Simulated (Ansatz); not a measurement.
The first iterations of a band of BrH + Cl2H2Si (7 atoms, charge 0, multiplicity 1).

Method: RKS LDA/def2-SVP (Ansatz).

```json
{
  "movable images": "5",
  "climbing image": "yes",
  "spring": "50.0 eV/Å²",
  "optimiser": "quadratic models (default)",
  "start path": "through a guess of the saddle point",
  "force threshold": "0.05 eV/Å",
  "iteration limit": "60",
  "end points": "relaxed"
}
```

First end point:

```xyz
7
Properties=species:S:1:pos:R:3
Si -0.328 -0.687 0.285
H -0.474 0.705 0.846
Cl -1.083 -0.690 -1.614
Cl -1.425 -1.936 1.480
H 1.099 -1.131 0.272
H 0.564 1.810 -0.159
Br 1.647 1.930 -1.109
```

Last end point:

```xyz
7
Properties=species:S:1:pos:R:3
Si 0.452 -0.904 -0.234
H -1.061 1.692 0.813
Cl -0.953 -0.562 -1.673
Cl -0.447 -0.864 1.605
H 1.072 -2.245 -0.444
H -1.071 2.242 0.255
Br 2.008 0.641 -0.322
```

| iteration | highest image above the first end (eV) | largest band force component (eV/Å) |
| --- | --- | --- |
| 1 | 1.442 | 2.811 |
| 2 | 0.982 | 1.235 |
| 3 | 0.754 | 0.913 |
| 4 | 1.028 | 0.935 |

Q: Does the band converge within its limit, and where does its top end?

A: The forces met the threshold. It ended after 12 iterations with the highest image 1.006 eV above the first end. Another band between the same ends (5 images) ends at a top of the same energy, where a vibrational analysis finds 1 clearly imaginary mode. The orbitals stay closed-shell, which can raise the energy where a bond breaks towards radicals; this wasn't checked here.

The run took 49 s on 2 threads of Intel(R) Xeon(R) Platinum 8488C (Sapphire Rapids), with other jobs on the host, peak memory 0.17 GiB.
